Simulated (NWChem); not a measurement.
System: ZrH₂Cl₂; SMILES [Cl][ZrH2][Cl]

Input file for NWChem:

```
start job
memory heap 200 mb stack 900 mb global 1100 mb
geometry units angstroms noautoz
  Zr     0.000000     0.000000    -0.457990
  Cl     1.978222     0.000000     0.759497
  Cl    -1.978222     0.000000     0.759497
  H      0.000000    -1.493596    -1.523107
  H      0.000000     1.493596    -1.523107
end
basis spherical
  * library def2-svp
end
ecp
  Zr library def2-ecp
end
dft
  xc b3lyp
  iterations 150
  vectors input atomic output neutral.movecs
end
task dft energy
charge 1
dft
  odft
  mult 2
  vectors input atomic output cation.movecs
end
task dft energy
```

Parts of the log:

```
             Northwest Computational Chemistry Package (NWChem) 7.3.0
             --------------------------------------------------------

 C2V symmetry detected

                             Geometry "geometry" -> ""
                             -------------------------

 Output coordinates in angstroms (scale by  1.889725989 to convert to a.u.)

  No.       Tag          Charge          X              Y              Z
 ---- ---------------- ---------- -------------- -------------- --------------
    1 Zr                  40.0000     0.00000000     0.00000000    -0.51663584
    2 Cl                  17.0000     1.97822200     0.00000000     0.70085116
    3 Cl                  17.0000    -1.97822200     0.00000000     0.70085116
    4 H                    1.0000     0.00000000    -1.49359600    -1.58175284
    5 H                    1.0000     0.00000000     1.49359600    -1.58175284

 Effective nuclear repulsion energy (a.u.)     382.4136041585

      Symmetry information
      --------------------

 Group name             C2v
 Group number             16
 Group order               4
 No. of unique centers     3

                                 NWChem DFT Module
                                 -----------------

 Summary of "ao basis" -> "ao basis" (spherical)
 ------------------------------------------------------------------------------
       Tag                 Description            Shells   Functions and Types
 ---------------- ------------------------------  ------  ---------------------
 Zr                         def2-svp                11       31   5s3p2d1f
 Cl                         def2-svp                 8       18   4s3p1d
 H                          def2-svp                 3        5   2s1p

      Symmetry analysis of basis
      --------------------------

        a1         31
        a2          9
        b1         21
        b2         16

            General Information
            -------------------
          SCF calculation type: DFT
          Wavefunction type:  closed shell.
          No. of atoms     :     5
          No. of electrons :    48
           Alpha electrons :    24
            Beta electrons :    24
          Charge           :     0
          Spin multiplicity:     1
          Use of symmetry is: on ; symmetry adaption is: on
          Maximum number of iterations: 150
          AO basis - number of functions:    77
                     number of shells:    33
          Convergence on energy requested:  1.00D-06
          Convergence on density requested:  1.00D-05
          Convergence on gradient requested:  5.00D-04

              XC Information
              --------------
                         B3LYP Method XC Potential
                     Hartree-Fock (Exact) Exchange  0.200
                        Slater Exchange Functional  0.800 local
                    Becke 1988 Exchange Functional  0.720 non-local
              Lee-Yang-Parr Correlation Functional  0.810
                  VWN I RPA Correlation Functional  0.190 local

             Grid Information
             ----------------
          Grid used for XC integration:  medium
          Radial quadrature: Mura-Knowles
          Angular quadrature: Lebedev.
          Tag              B.-S. Rad. Rad. Pts. Rad. Cut. Ang. Pts.
          ---              ---------- --------- --------- ---------
          Zr                  1.55      123          10.0       590
          Cl                  1.00       88          10.0       590
          H                   0.35       45           9.0       434
          Grid pruning is: on
          Number of quadrature shells:   256
          Spatial weights used:  Erf1

      Superposition of Atomic Density Guess
      -------------------------------------

 Sum of atomic energies:        -973.14508109

      Non-variational initial energy
      ------------------------------

 Total energy =    -966.118749
 1-e energy   =   -1645.695102
 2-e energy   =     530.195264
 HOMO         =      -0.321335
 LUMO         =      -0.007182

      Symmetry analysis of molecular orbitals - initial
      -------------------------------------------------

  Numbering of irreducible representations:

     1 a1          2 a2          3 b1          4 b2

  Orbital symmetries:

     1 a1          2 b1          3 a1          4 b1          5 a1
     6 b1          7 a1          8 a2          9 b2         10 b1
    11 a1         12 b1         13 a1         14 b2         15 a1
    16 b1         17 a1         18 b1         19 a1         20 a2
    21 b2         22 b1         23 a1         24 b2         25 a1
    26 a2         27 b1         28 b2         29 a1         30 a1
    31 b1         32 a1         33 b2         34 a1

   convergence    iter        energy       DeltaE   RMS-Dens  Diis-err
 ---------------- ----- ----------------- --------- --------- ---------
 d= 0,ls=0.0,diis     1   -968.3610290086 -1.12D+03  4.06D-02  8.65D-01
 d= 0,ls=0.0,diis     2   -966.7166065258  1.64D+00  2.74D-02  1.40D+01
 d= 0,ls=0.0,diis     3   -968.5151352191 -1.80D+00  4.26D-03  7.88D-02
 d= 0,ls=0.0,diis     4   -968.5262916854 -1.12D-02  1.31D-03  1.37D-02
 d= 0,ls=0.0,diis     5   -968.5283894414 -2.10D-03  9.86D-05  7.61D-05
  Resetting Diis
 d= 0,ls=0.0,diis     6   -968.5283989762 -9.53D-06  3.04D-05  6.34D-06
 d= 0,ls=0.0,diis     7   -968.5283998639 -8.88D-07  1.06D-05  2.66D-07
 d= 0,ls=0.0,diis     8   -968.5283998740 -1.02D-08  5.17D-06  2.31D-07

         Total DFT energy =     -968.528399874040
      One electron energy =    -1647.530056923723
           Coulomb energy =      592.796383211402
    Exchange-Corr. energy =      -63.175814323901
 Nuclear repulsion energy =      149.381088162182

 Numeric. integr. density =       47.999991264127

                  Occupations of the irreducible representations
                  ----------------------------------------------

                     irrep           alpha         beta
                     --------     --------     --------
                     a1               10.0         10.0
                     a2                2.0          2.0
                     b1                8.0          8.0
                     b2                4.0          4.0

                       DFT Final Molecular Orbital Analysis
                       ------------------------------------

 Vector   22  Occ=2.000000D+00  E=-3.477039D-01  Symmetry=b1
              MO Center=  1.6D-13,  5.9D-16,  6.5D-01, r^2= 5.0D+00
   Bfn.  Coefficient  Atom+Function         Bfn.  Coefficient  Atom+Function
  ----- ------------  ---------------      ----- ------------  ---------------
    44      0.430119  2 Cl pz                62     -0.430119  3 Cl pz
    41      0.320797  2 Cl pz                59     -0.320797  3 Cl pz
    38      0.186585  2 Cl pz                56     -0.186585  3 Cl pz
    42     -0.132400  2 Cl px                60     -0.132400  3 Cl px
     6      0.116428  1 Zr px                39     -0.102717  2 Cl px

 Vector   23  Occ=2.000000D+00  E=-3.276248D-01  Symmetry=a1
              MO Center=  1.9D-15,  3.2D-13, -1.3D+00, r^2= 3.1D+00
   Bfn.  Coefficient  Atom+Function         Bfn.  Coefficient  Atom+Function
  ----- ------------  ---------------      ----- ------------  ---------------
    19      0.318486  1 Zr d  2              68     -0.298756  4 H  s
    73     -0.298756  5 H  s                  4     -0.290386  1 Zr s
     2      0.275086  1 Zr s                 69     -0.195069  4 H  s
    74     -0.195069  5 H  s                  8     -0.190195  1 Zr pz
     1      0.124651  1 Zr s                  3      0.103675  1 Zr s

 Vector   24  Occ=2.000000D+00  E=-3.158938D-01  Symmetry=b2
              MO Center= -1.0D-15, -3.4D-13, -1.2D+00, r^2= 3.1D+00
   Bfn.  Coefficient  Atom+Function         Bfn.  Coefficient  Atom+Function
  ----- ------------  ---------------      ----- ------------  ---------------
    16      0.420946  1 Zr d -1              68      0.303236  4 H  s
    73     -0.303236  5 H  s                  7      0.246310  1 Zr py
    69      0.213513  4 H  s                 74     -0.213513  5 H  s
    43     -0.112462  2 Cl py                61     -0.112462  3 Cl py
    10     -0.110802  1 Zr py                40     -0.081151  2 Cl py

 Vector   25  Occ=0.000000D+00  E=-1.088598D-01  Symmetry=a1
              MO Center= -1.3D-14,  1.7D-14, -7.4D-01, r^2= 2.4D+00
   Bfn.  Coefficient  Atom+Function         Bfn.  Coefficient  Atom+Function
  ----- ------------  ---------------      ----- ------------  ---------------
    17      0.782345  1 Zr d  0              22      0.245782  1 Zr d  0
    19      0.225601  1 Zr d  2              14     -0.144322  1 Zr pz
    24      0.143491  1 Zr d  2              42      0.111589  2 Cl px
    60     -0.111589  3 Cl px                44     -0.086580  2 Cl pz
    62     -0.086580  3 Cl pz                 8      0.083793  1 Zr pz

 Vector   26  Occ=0.000000D+00  E=-9.642897D-02  Symmetry=a2
              MO Center= -1.5D-14,  1.3D-14, -3.9D-01, r^2= 2.3D+00
   Bfn.  Coefficient  Atom+Function         Bfn.  Coefficient  Atom+Function
  ----- ------------  ---------------      ----- ------------  ---------------
    15      0.856645  1 Zr d -2              20      0.248466  1 Zr d -2
    43     -0.242620  2 Cl py                61      0.242620  3 Cl py
    40     -0.134240  2 Cl py                58      0.134240  3 Cl py
    37     -0.077266  2 Cl py                55      0.077266  3 Cl py
    45     -0.031424  2 Cl d -2              63     -0.031424  3 Cl d -2

 Vector   27  Occ=0.000000D+00  E=-7.626266D-02  Symmetry=b1
              MO Center= -1.0D-13, -7.0D-15, -7.5D-01, r^2= 3.2D+00
   Bfn.  Coefficient  Atom+Function         Bfn.  Coefficient  Atom+Function
  ----- ------------  ---------------      ----- ------------  ---------------
    18      0.764629  1 Zr d  1              23      0.333407  1 Zr d  1
    42     -0.292341  2 Cl px                60     -0.292341  3 Cl px
     6     -0.225844  1 Zr px                12      0.218018  1 Zr px
    35      0.174207  2 Cl s                 53     -0.174207  3 Cl s
    39     -0.126558  2 Cl px                57     -0.126558  3 Cl px

     Multipole analysis of the density
     ---------------------------------

     L   x y z        total         alpha         beta         nuclear
     -   - - -        -----         -----         ----         -------
     0   0 0 0     -0.000000    -24.000000    -24.000000     48.000000

     1   1 0 0      0.000000      0.000000      0.000000      0.000000
     1   0 1 0      0.000000      0.000000      0.000000      0.000000
     1   0 0 1     -0.051821    -13.694113    -13.694113     27.336405

     2   2 0 0    -39.703088   -257.424307   -257.424307    475.145525
     2   1 1 0      0.000000      0.000000      0.000000      0.000000
     2   1 0 1      0.000000      0.000000      0.000000      0.000000
     2   0 2 0    -39.595608    -27.764238    -27.764238     15.932868
     2   0 1 1     -0.000000     -0.000000     -0.000000      0.000000
     2   0 0 2    -38.595340    -63.770589    -63.770589     88.945838

                                 NWChem DFT Module
                                 -----------------

      Symmetry analysis of basis
      --------------------------

        a1         31
        a2          9
        b1         21
        b2         16

            General Information
            -------------------
          SCF calculation type: DFT
          Wavefunction type:  spin polarized.
          No. of atoms     :     5
          No. of electrons :    47
           Alpha electrons :    24
            Beta electrons :    23
          Charge           :     1
          Spin multiplicity:     2
          Use of symmetry is: on ; symmetry adaption is: on
          Maximum number of iterations: 150
          AO basis - number of functions:    77
                     number of shells:    33
          Convergence on energy requested:  1.00D-06
          Convergence on density requested:  1.00D-05
          Convergence on gradient requested:  5.00D-04

              XC Information
              --------------
                         B3LYP Method XC Potential
                     Hartree-Fock (Exact) Exchange  0.200
                        Slater Exchange Functional  0.800 local
                    Becke 1988 Exchange Functional  0.720 non-local
              Lee-Yang-Parr Correlation Functional  0.810
                  VWN I RPA Correlation Functional  0.190 local

             Grid Information
             ----------------
          Grid used for XC integration:  medium
          Radial quadrature: Mura-Knowles
          Angular quadrature: Lebedev.
          Tag              B.-S. Rad. Rad. Pts. Rad. Cut. Ang. Pts.
          ---              ---------- --------- --------- ---------
          Zr                  1.55      123          10.0       590
          Cl                  1.00       88          10.0       590
          H                   0.35       45           9.0       434
          Grid pruning is: on
          Number of quadrature shells:   256
          Spatial weights used:  Erf1

      Superposition of Atomic Density Guess
      -------------------------------------

 Sum of atomic energies:        -973.14508109

 Renormalizing density from      48.00 to     47

      Non-variational initial energy
      ------------------------------

 Total energy =    -953.694785
 1-e energy   =   -1611.409787
 2-e energy   =     508.333914
 HOMO         =      -0.525258
 LUMO         =      -0.257464

   Symmetry analysis of molecular orbitals - initial alpha
   -------------------------------------------------------

  Numbering of irreducible representations:

     1 a1          2 a2          3 b1          4 b2

  Orbital symmetries:

     1 a1          2 b1          3 a1          4 b1          5 a1
     6 b1          7 a1          8 b1          9 b2         10 a2
    11 a1         12 b1         13 a1         14 b2         15 a1
    16 b1         17 a1         18 b1         19 a1         20 a2
    21 b2         22 b1         23 a1         24 b2         25 a1
    26 a2         27 b1         28 a1         29 b2         30 a1
    31 b1         32 a1         33 b2         34 a1

   Symmetry analysis of molecular orbitals - initial beta
   ------------------------------------------------------

  Numbering of irreducible representations:

     1 a1          2 a2          3 b1          4 b2

  Orbital symmetries:

     1 a1          2 b1          3 a1          4 b1          5 a1
     6 b1          7 a1          8 b1          9 b2         10 a2
    11 a1         12 b1         13 a1         14 b2         15 a1
    16 b1         17 a1         18 b1         19 a1         20 a2
    21 b2         22 b1         23 a1         24 b2         25 a1
    26 a2         27 b1         28 a1         29 b2         30 a1
    31 b1         32 a1         33 b2         34 a1

[...]
```

Level: B3LYP/def2-SVP with def2 effective core potentials on Zr, vertical spin-unrestricted ions. Structure relaxed at the PBE0/def2-SVP level. Not confirmed as a minimum by frequencies. def2 effective core potentials on Zr; no spin-orbit coupling.
